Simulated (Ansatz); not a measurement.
`N[SiH](F)CF` → `NCF` + `F[SiH]` at 600 K and 1 bar (silylene formation by 1,1-elimination).

Calculated with Ansatz (gas phase, PBE0-D4/def2-TZVP geometries, no zero-point term in ΔE). CCSD(T)/CBS adds triple-zeta CCSD(T) − MP2 to the extrapolated MP2 energy (def2 sets, frozen cores). This one scheme is used for every species. Each species was taken in one conformer, which may not be the lowest.

```
      species  CCSD(T)/CBS energy (Eh)  H − E (kJ/mol)  S (J/(mol·K))
`N[SiH](F)CF`               -584.52271           239.5          432.4
        `NCF`               -194.94856           185.7          307.7
     `F[SiH]`               -389.46371            45.2          268.7
```

H − E and S are ideal-gas, rigid-rotor, harmonic terms from PBE0-D4/def2-TZVP, for one conformer and one mirror image of each species. 1 Eh = 2625.50 kJ/mol, R = 8.31446 J/(mol·K).

Problem. By hand: ΔE, ΔH, ΔS and ΔG.

Solution. ΔE = (-194.94856) + (-389.46371) − (-584.52271) = 0.11044 Eh = 290.0 kJ/mol. Δ(H − E) = 185.7 + 45.2 − 239.5 = -8.6, so ΔH = 281.4 kJ/mol. ΔS = 307.7 + 268.7 − 432.4 = 144.0 J/(mol·K). ΔG = 281.4 − 600 × (144.0)/1000 = 195.0 kJ/mol.

Problem. By hand: the equilibrium constant, and the temperature at which ΔG would vanish if ΔH and ΔS stayed fixed.

Solution. log₁₀ K = −ΔG/(RT ln 10) = -17.0. ΔG = 0 at ΔH/ΔS = 1954 K.

The number of gas molecules changes by +1, which sets the sign of ΔS. A doubt of 5 kJ/mol in ΔE shifts log₁₀ K by 0.4 here. Other conformers and mirror images would add mixing entropy, several J/(mol·K) or more a flexible species. These are equilibria of isolated gas molecules and say nothing of rates. Largest T1 diagnostic: 0.015 (customary marks: 0.02 for closed shells, 0.045 for open ones).
